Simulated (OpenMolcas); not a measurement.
Ir6+ among 6 point charges of -1.7 e arranged as a tetragonal octahedron (D4h). The axial distance is 1.13 times the equatorial one, R.

```
Program             : OpenMolcas 26.06
Method              : SS-CASPT2, IPEA 0.25 Eh, imaginary shift 0.1 Eh (closed shells correlated: 5s 5p)
Basis               : ANO-RCC-VDZP [7s6p4d2f]
Scalar Hamiltonian  : DKH2, point nucleus
Active space        : 3 electrons in 5 orbitals (5d)
State averaging     : 2S+1 = 4 even, 10 roots; 2S+1 = 2 even, 40 roots
Spin-orbit coupling : RASSI with atomic mean-field integrals over the reference wave functions
```

All point charges move together. At R = 1.85 Å the first state of the same spin is 5920 cm-1, and at R = 2.06 Å it is 3400 cm-1.

A third run gives 8060 cm-1. What distance was it run at?

With a power law R^-n the two known points give n = -ln(3400 / 5920) / ln(2.06 / 1.85) = 5.16. Then R = 1.85 × (5920 / 8060)^(1/5.16) = 1.743 Å. The run was at 1.74 Å, so the estimate is off by +0.003 Å.

Free-ion shares, where given, are those of the reference states; single-state CASPT2 does not remix them. Spin-orbit coupling mixes the spin-free states strongly: the lowest level takes only 42 % from its leading state, 4B1 (figures for R = 1.74; the like holds for R = 1.85, R = 2.06). This is an electrostatic model: the charges have no orbitals. No measured value stands beside these numbers.
